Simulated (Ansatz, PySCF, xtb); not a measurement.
Ligand exchange on a metal centre used in film growth or etching (Zr Cl-F). Isolated molecules, 0 K electronic values unless said otherwise.

Quantity: redistribution energy (mixed species minus the weighted end members), in kcal/mol.

Level 1: frozen-core MP2/def2-TZVPP // r2SCAN-D4/def2-SVP (Ansatz, a quantum-chemistry and plane-wave program)
Level 2: B3LYP/6-311+G** (LANL2DZ on Zr) // r2SCAN-D4/def2-SVP (PySCF)
Level 3: B3LYP/LANL2DZ // r2SCAN-D4/def2-SVP (PySCF)
Level 4: GFN2-xTB (xtb)

```tsv
species	level 1	level 2	level 3	level 4
3 of 4 Cl replaced by F: [Zr(Cl)(F)3]	0.78	1.04	0.52	-2.19
2 of 4 Cl replaced by F: [Zr(Cl)2(F)2]	1.18	1.45	___	-2.33
1 of 4 Cl replaced by F: [Zr(Cl)3(F)]	0.98	___	0.59	___
```

### Question
Fill in the missing entries.

### Answer

- 2 of 4 Cl replaced by F: [Zr(Cl)2(F)2], level 3: 0.75
- 1 of 4 Cl replaced by F: [Zr(Cl)3(F)], level 2: 1.16
- 1 of 4 Cl replaced by F: [Zr(Cl)3(F)], level 4: -1.22
